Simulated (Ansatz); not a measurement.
Total energies of GeS2⁺ (the lowest doublet isomer of a short search) from Ansatz at r2SCAN-D4/def2-TZVP, gas phase (1 Eh = 27.2114 eV = 2625.5 kJ/mol). The reference geometry is relaxed at r2SCAN-D4/def2-TZVP.

```
atom   x (Å)   y (Å)   z (Å)
 Ge1   1.080  -0.857   0.027
  S2  -0.375   0.666   0.951
  S3  -0.704   0.190  -0.978
```

```csv
state,geometry,energy (Eh)
charge 1 doublet,reference,-2873.08964
charge 0 singlet,reference,-2873.37885
charge 1 quartet,relaxed at r2SCAN-D4/def2-TZVP,-2873.00185
```

Q: Work out the vertical electron affinity, to the singlet.

A: E(charge 1 doublet) − E(charge 0 singlet) = -2873.08964 − (-2873.37885) = 0.28921 Eh = 7.87 eV.

Q: Which of the charge 1 states is lowest, and how far above it are the others?

A: The doublet. quartet: -2873.00185 − (-2873.08964) = 0.08779 Eh = 230.5 kJ/mol.

The structure comes from a short search, and lower isomers may exist.
